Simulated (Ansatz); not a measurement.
C2H9InSi, SMILES `C[CH]([SiH3])[InH2]`. The species carries charge 0 and has multiplicity 1. Correlated methods include outer-core shells of In, which these sets cover unevenly. In: def2 effective core potential.

Z-matrix (Å, degrees):
```
C
C 1 1.531
H 1 1.094 2 112.5
H 1 1.094 2 111.5 3 -120.0
H 1 1.096 2 111.7 3 120.4
Si 2 1.864 1 112.5 3 -177.9
In 2 2.176 1 112.8 3 58.3
H 2 1.097 1 110.9 3 -59.1
H 6 1.490 2 110.8 1 174.0
H 6 1.492 2 112.2 1 52.6
H 6 1.493 2 110.4 1 -66.9
H 7 1.726 2 120.8 1 -162.4
H 7 1.730 2 117.3 1 17.0
```

Problem. Give the diagnostics of a CCSD(T)/def2-TZVPP run (frozen core, the Gaussian-basis code of Ansatz). (Best estimate.)

Solution. The calculation gave: T1 = 0.0125, largest single amplitude 0.021, largest double 0.030, (T) share of the correlation energy 3.4 %, 9 CCSD cycles. The RHF solution is stable towards an unrestricted one. T1 lies under the customary mark of 0.02 for closed shells.
